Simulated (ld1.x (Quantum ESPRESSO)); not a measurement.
# Transferability test, TM potential for magnesium (Mg)

ld1.x (Quantum ESPRESSO) 7.5 input, shortened:

```
&input
   title='Mg', zed=12., rel=1, dft='PZ', iswitch=3,
   config='[Ne] 3s0 3p0'
 /
 &inputp
   pseudotype=2, tm=.true., lloc=-2, rcloc=0.60,
   nlcc=.false.
 /
2
2S  1  0   2.00   0.00  0.65  0.65  0.0
2P  2  1   6.00   0.00  0.75  0.75  0.0
 &test
   configts(1)='2s2 2p6 3s0 3p0'
 /
```

Energies are relative to the spin-unpolarised reference configuration 2s2 2p6 3s0 3p0; without spin polarisation the order of configurations can differ from experiment. Spin-polarised rows fill each open shell by Hund’s rule, majority spin first.

```tsv
valence configuration	charge	ΔE all-electron (eV)	error AE − PS (meV)
2s2 2p6 3s2 3p0	0	-23.122	+15
2s2 2p6 3s1 3p0	+1	-15.048	+11
2s2 2p6 3s1.5 3p0	+0.5	-19.930	+13
2s2 2p5 3s2 3p0	+1	35.523	+71
2s2 2p6 3s0 3p1	+1	-10.657	-8.6
2s2 2p6 3s0 3p2	0	-15.853	-11
2s2 2p6 3s1 3p0 (spin-polarised)	+1	-15.369	+11
2s2 2p6 3s1.5 3p0 (spin-polarised)	+0.5	-19.987	+13
```

Problem. What are ΔE and the potential's error for 2s1 2p6 3s2 3p0?

Solution. ΔE = 67.786 eV all-electron; the error (AE − PS) is +33 meV.
